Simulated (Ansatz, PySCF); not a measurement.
Reaction (SMILES): [F][Sn][F] -> [F][Sn] + F atom (the F-Sn bond at the site shown breaks; other sites are not compared here)
Structures are relaxed separately at B3LYP-D3(BJ)/def2-TZVP in Ansatz (an electronic-structure program). A spin state is the lowest found, not a proven ground state.
Geometry of the first species:
SMILES: [F][Sn][F]
```xyz
3

Sn     0.0031    -0.0019     0.3444
F      0.6963     1.2727    -0.9558
F     -0.7135    -1.2620    -0.9573
```
Charge 0, spin multiplicity 1.

Property: bond dissociation energy (enthalpy at 298 K, with B3LYP-D3(BJ) rigid-rotor harmonic-oscillator terms from PySCF), in kcal/mol. Cores are frozen in the correlated levels unless marked. Open shells are spin-unrestricted. Spin-orbit coupling is left out. Frozen are the shells of the preceding noble gas and the d and f shells that filled before the atom's block. In def2 rows, elements after Kr have scalar-relativistic effective core potentials. STO-3G rows are all-electron and non-relativistic. CBS(X,Y): correlation extrapolated as X^-3; Hartree-Fock from the larger set. The bracket is a focal-point correction in the basis named.

| level | program | bond dissociation energy (kcal/mol) | minus last row |
|---|---|---|---|
| HF/STO-3G | Ansatz | 58.4 | -69.3 |
| HF/def2-SVPD | Ansatz | 81.4 | -46.3 |
| SVWN5/def2-TZVPD | Ansatz | 148.7 | 21.0 |
| revPBE-D3(BJ)/def2-TZVPD | Ansatz + dftd3 | 124.3 | -3.4 |
| PBE0/def2-SVP | Ansatz | 118.1 | -9.6 |
| PBE0/def2-TZVP | Ansatz | 121.5 | -6.2 |
| PBE0/def2-QZVPP | Ansatz | 122.4 | -5.3 |
| BHLYP/def2-TZVPD | Ansatz | 114.1 | -13.6 |
| HSE06/def2-TZVPD | Ansatz | 121.6 | -6.1 |
| wB97X-V/def2-TZVPD | Ansatz | 125.8 | -1.9 |
| B2PLYP/def2-TZVPD | Ansatz | 125.0 | -2.7 |
| MP2/def2-TZVPPD | Ansatz | 131.8 | 4.1 |
| MP2/def2-QZVPP | Ansatz | 134.6 | 6.9 |
| SCS-MP2/STO-3G | Ansatz | 77.2 | -50.5 |
| SCS-MP2/def2-SVP | Ansatz | 117.2 | -10.5 |
| CCSD(T)/STO-3G | Ansatz | 81.6 | -46.1 |
| CCSD(T)/def2-SVP | Ansatz | 113.3 | -14.4 |
| CCSD(T)/def2-SVPD | Ansatz | 119.6 | -8.1 |
| CCSD(T)/def2-QZVPP | Ansatz | 126.1 | -1.6 |
| RI-MP2/CBS(def2-TZVPP,def2-QZVPP)+[CCSD(T)-MP2]/def2-TZVPP | Ansatz | 127.9 | 0.2 |
| CCSD(T)/CBS(def2-TZVPPD,def2-QZVPPD) | Ansatz | 127.7 | 0.0 |
